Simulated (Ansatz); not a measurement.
`C[SiH2]C[SiH2]F` + `[BH2][AlH][O][SiH3]` → `[BH2][AlH][O][SiH2]C` + `F[SiH2]C[SiH3]`  (redistribution)

Isolated molecules relaxed with PBE0-D4/def2-TZVP in Ansatz; ΔE leaves out vibrations. CCSD(T)/CBS adds triple-zeta CCSD(T) − MP2 to the extrapolated MP2 energy (def2 sets, frozen cores). Functionals use def2-TZVPP. B3LYP here is the variant with VWN-RPA as its local correlation; programs differ in this. Each species was taken in one conformer, which may not be the lowest.

Problem. Is it downhill or uphill in electronic energy at CCSD(T)/CBS, and by how much? (Estimate.)

Solution. Computed: Downhill: ΔE = -0.03 eV.

Problem. What do these levels give: PBE-D4, B2PLYP, B3LYP, MP2/def2-TZVPP, CCSD/def2-TZVPP, HF/CBS(def2)? (Estimate.)

Solution. Computed: PBE-D4 -0.03, B2PLYP -0.04, B3LYP -0.05, MP2/def2-TZVPP -0.02, CCSD/def2-TZVPP -0.03, HF/CBS(def2) -0.05 eV.

Largest T1 diagnostic among the species: 0.012.
